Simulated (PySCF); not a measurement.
**Computed properties of ZnBrI, SMILES [Br][Zn][I]**

ZnBrI, SMILES [I][Zn][Br]. The structure is a stationary point at B3LYP-D3(BJ)/def2-SVP. The def2 effective core potentials stand for the cores of I; spin–orbit coupling is left out. One conformer was computed; it need not be the lowest. All values are computed for the isolated molecule unless a solvent is named; none is compared with measurement here.

**Structure.** The optimised structure has C∞v symmetry. All 4 harmonic modes at B3LYP-D3(BJ)/def2-SVP (PySCF) are real, so it is a minimum. With heavy atoms numbered as in [Zn:1]([Br:2])[I:3], the shortest bond between them is Zn1–Br2 at 2.247 Å and the longest Zn1–I3 at 2.436 Å.

**Vibrations.** The strongest infrared lines (harmonic, unscaled, degenerate partners summed) lie at 365 cm⁻¹ (57 km/mol, Zn 73 %, Br 22 %), 69 cm⁻¹ (12 km/mol, Zn 75 %, Br 17 %, I 9 %). The softest mode is at 69 cm⁻¹ and the zero-point energy is 1.0 kcal/mol.

**Electronic structure.** PBE0/def2-TZVPD (PySCF) places the frontier levels at -8.03 and -2.00 eV, a gap of 6.03 eV, and gives a dipole moment of 0.57 D and a mean polarisability of 83.9 bohr³.

**Excitations.** TDDFT-CAM-B3LYP/def2-SVPD (PySCF) has S1 at 4.84 eV (256 nm, f = 0.018, weak); the most intense of the 10 singlets computed lies at 5.63 eV (f = 0.06). Strengths of degenerate partners are summed. T1 (TDA) is at 4.50 eV. No vertical singlet excitation falls in the visible range (under 3.1 eV).
